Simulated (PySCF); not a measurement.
PySCF input (PW6B95/def2-TZVPD):

```python
from pyscf import gto, scf, dft

mol = gto.M(
    atom='''
    Sn    0.16484965   -0.14481094    0.21959768
    O     0.90798272    0.13659776   -1.48342674
    F    -1.72292714    0.68308500    0.09861446
    ''',
    basis='def2-tzvpd',
    ecp='def2-tzvp',
    charge=-1,
    spin=0,
    verbose=4,
)

mf = dft.RKS(mol, xc='pw6b95').density_fit(auxbasis='def2-universal-jkfit')
mf.grids.level = 3
mf.conv_tol = 1e-9
mf.max_cycle = 100
mf.max_memory = 1500
mf.kernel()
if not mf.converged:
    mf = mf.newton()
    mf.kernel(mf.make_rdm1())
mf.analyze()
```

Output:

```
ECP def2-tzvp not found for  F
ECP def2-tzvp not found for  O
PySCF version 2.14.0

[INPUT] verbose = 4
[INPUT] num. atoms = 3
[INPUT] num. electrons = 40
[INPUT] charge = -1
[INPUT] spin (= nelec alpha-beta = 2S) = 0
[INPUT] symmetry False subgroup None
[INPUT] Mole.unit = angstrom
[INPUT] Symbol           X                Y                Z      unit          X                Y                Z       unit  Magmom
[INPUT]  1 Sn     0.164849650000  -0.144810940000   0.219597680000 AA    0.311520690230  -0.273653016441   0.414979472790 Bohr   0.0
[INPUT]  2 O      0.907982720000   0.136597760000  -1.483426740000 AA    1.715838666638   0.258132355629  -2.803270264456 Bohr   0.0
[INPUT]  3 F     -1.722927140000   0.683085000000   0.098614460000 AA   -3.255860427180   1.290843569799   0.186354321322 Bohr   0.0

nuclear repulsion = 112.519875087415
number of shells = 46
number of NR pGTOs = 207
number of NR cGTOs = 136
basis = def2-tzvpd
ecp = def2-tzvp

******** <class 'pyscf.df.df_jk.DFRKS'> ********
method = DFRKS
initial guess = minao
damping factor = 0
level_shift factor = 0
DIIS = <class 'pyscf.scf.diis.CDIIS'>
diis_start_cycle = 1
diis_space = 8
diis_damp = 0
SCF conv_tol = 1e-09
SCF conv_tol_grad = None
SCF max_cycles = 100
direct_scf = False
XC library pyscf.dft.libxc version 7.1.2
    S. Lehtola, C. Steigemann, M. J. T. Oliveira, and M. A. L. Marques,  SoftwareX 7, 1–5 (2018)
XC functionals = pw6b95
    Y. Zhao and D. G. Truhlar,  J. Phys. Chem. A 109, 5656 (2005)
radial grids:
    Treutler-Ahlrichs [JCP 102, 346 (1995); DOI:10.1063/1.469408] (M4) radial grids

becke partition: Becke, JCP 88, 2547 (1988); DOI:10.1063/1.454033
pruning grids: <function nwchem_prune>
grids dens level: 3
symmetrized grids: False
atomic radii adjust function: <function treutler_atomic_radii_adjust>
small_rho_cutoff = 0
Set gradient conv threshold to 3.16228e-05
Initial guess from minao.
tot grids = 50304
******** <class 'pyscf.df.df.DF'> ********
auxbasis = def2-universal-jkfit
init E= -352.787049985852
  HOMO = -0.755624344191689  LUMO = -0.594290998009257  gap/eV = 4.39010
cycle= 1 E= -388.857611850609  delta_E= -36.1  |g|= 2.43  |ddm|= 31.2
  HOMO = 0.169449877837796  LUMO = 0.198300399651176  gap/eV = 0.78506
cycle= 2 E= -386.397710833601  delta_E= 2.46  |g|= 4.09  |ddm|= 10.6
  HOMO = -0.10068525439188  LUMO = 0.0797132609699638  gap/eV = 4.90889
[...]
cycle= 16 E= -389.859886297725  delta_E= -3.5e-10  |g|= 2.84e-05  |ddm|= 4.17e-05
  HOMO = -0.0556390403376872  LUMO = 0.111043667343019  gap/eV = 4.53567
Extra cycle  E= -389.859886297317  delta_E= 4.08e-10  |g|= 8.52e-05  |ddm|= 4.91e-05
converged SCF energy = -389.859886297317
**** SCF Summaries ****
Total Energy =                        -389.859886297317473
Nuclear Repulsion Energy =             112.519875087415016
One-electron Energy =                 -854.204887938504839
Two-electron Energy =                  351.825126553772350
Two-electron Coulomb Energy =          389.501696688154880
DFT Exchange-Correlation Energy =      -37.676570134382537
HOMO-LUMO gap [eV] =                     4.535667501558506
**** MO energy ****
MO #1   energy= -24.5957605686841  occ= 2
MO #2   energy= -19.0343850575777  occ= 2
MO #3   energy= -4.94977488784976  occ= 2
MO #4   energy= -3.288469100684    occ= 2
MO #5   energy= -3.28310021752095  occ= 2
MO #6   energy= -3.27526732094922  occ= 2
MO #7   energy= -0.935383112025605 occ= 2
MO #8   energy= -0.857722544607418 occ= 2
MO #9   energy= -0.850295117409802 occ= 2
MO #10  energy= -0.843840378742648 occ= 2
MO #11  energy= -0.843289248993779 occ= 2
MO #12  energy= -0.836594026469832 occ= 2
MO #13  energy= -0.661089465608764 occ= 2
MO #14  energy= -0.270201756295457 occ= 2
MO #15  energy= -0.187145280707242 occ= 2
MO #16  energy= -0.185468826961859 occ= 2
MO #17  energy= -0.166952884237656 occ= 2
MO #18  energy= -0.0774883885297544 occ= 2
MO #19  energy= -0.0765917250417252 occ= 2
MO #20  energy= -0.0556390403376872 occ= 2
MO #21  energy= 0.111043667343019  occ= 0
MO #22  energy= 0.149175058203191  occ= 0
MO #23  energy= 0.152273977014538  occ= 0
MO #24  energy= 0.163599751049905  occ= 0
MO #25  energy= 0.204100586578108  occ= 0
MO #26  energy= 0.205267366401143  occ= 0
MO #27  energy= 0.21400437323756   occ= 0
MO #28  energy= 0.220441178210703  occ= 0
MO #29  energy= 0.233170169904308  occ= 0
MO #30  energy= 0.252430411453754  occ= 0
MO #31  energy= 0.258170538175571  occ= 0
MO #32  energy= 0.272963196338653  occ= 0
MO #33  energy= 0.290865083867274  occ= 0
MO #34  energy= 0.304469708379496  occ= 0
MO #35  energy= 0.317523679473668  occ= 0
MO #36  energy= 0.31933980938591   occ= 0
MO #37  energy= 0.351755602308561  occ= 0
MO #38  energy= 0.352595676657461  occ= 0
MO #39  energy= 0.418887696467582  occ= 0
MO #40  energy= 0.465672320151835  occ= 0
MO #41  energy= 0.475854816344305  occ= 0
MO #42  energy= 0.485697104234533  occ= 0
MO #43  energy= 0.489362429282803  occ= 0
MO #44  energy= 0.512633862154661  occ= 0
MO #45  energy= 0.549951879495552  occ= 0
MO #46  energy= 0.578642215139708  occ= 0
MO #47  energy= 0.591398391577702  occ= 0
MO #48  energy= 0.622106945421631  occ= 0
MO #49  energy= 0.683902148353234  occ= 0
MO #50  energy= 0.707111022651646  occ= 0
MO #51  energy= 0.734671159070625  occ= 0
MO #52  energy= 0.735018368585591  occ= 0
MO #53  energy= 0.762882356264932  occ= 0
MO #54  energy= 0.794531615964061  occ= 0
MO #55  energy= 0.812838283138826  occ= 0
MO #56  energy= 0.851955895680089  occ= 0
MO #57  energy= 0.882585077545972  occ= 0
MO #58  energy= 0.916419914683697  occ= 0
MO #59  energy= 0.947267718264659  occ= 0
MO #60  energy= 0.949313808628704  occ= 0
MO #61  energy= 0.970920948041359  occ= 0
MO #62  energy= 0.983787133128836  occ= 0
MO #63  energy= 0.995838433512001  occ= 0
MO #64  energy= 1.05370944576055   occ= 0
MO #65  energy= 1.06224688118849   occ= 0
MO #66  energy= 1.1777303595029    occ= 0
MO #67  energy= 1.2020910143058    occ= 0
MO #68  energy= 1.21052340533527   occ= 0
MO #69  energy= 1.22511641048775   occ= 0
MO #70  energy= 1.26175695668974   occ= 0
MO #71  energy= 1.27138385424562   occ= 0
MO #72  energy= 1.27640120965786   occ= 0
MO #73  energy= 1.34507011632357   occ= 0
MO #74  energy= 1.3698968385472    occ= 0
MO #75  energy= 1.38169560171967   occ= 0
MO #76  energy= 1.40086521159127   occ= 0
MO #77  energy= 1.40393359937246   occ= 0
MO #78  energy= 1.51193093290349   occ= 0
MO #79  energy= 1.73425712523827   occ= 0
MO #80  energy= 1.98914217100275   occ= 0
MO #81  energy= 2.01715030685168   occ= 0
MO #82  energy= 2.14616304867539   occ= 0
MO #83  energy= 2.17234281930179   occ= 0
MO #84  energy= 2.41636033472698   occ= 0
MO #85  energy= 2.50327933774911   occ= 0
MO #86  energy= 2.50966731360485   occ= 0
MO #87  energy= 2.51034636747372   occ= 0
MO #88  energy= 2.52933876087531   occ= 0
MO #89  energy= 2.53454145299961   occ= 0
MO #90  energy= 2.56092308031249   occ= 0
MO #91  energy= 2.59325054394813   occ= 0
MO #92  energy= 2.60190783299829   occ= 0
MO #93  energy= 2.66604322894543   occ= 0
MO #94  energy= 2.70695551622091   occ= 0
MO #95  energy= 2.75429949993236   occ= 0
MO #96  energy= 2.79829664541131   occ= 0
MO #97  energy= 3.00950544284781   occ= 0
MO #98  energy= 3.05969501935332   occ= 0
MO #99  energy= 3.31557699123646   occ= 0
MO #100 energy= 3.61023610362094   occ= 0
MO #101 energy= 3.62196134084284   occ= 0
MO #102 energy= 3.65393892888471   occ= 0
MO #103 energy= 3.83027863115217   occ= 0
MO #104 energy= 3.91321631777123   occ= 0
MO #105 energy= 4.40390346443616   occ= 0
MO #106 energy= 5.40991592501633   occ= 0
MO #107 energy= 5.41061964032582   occ= 0
[...]
```
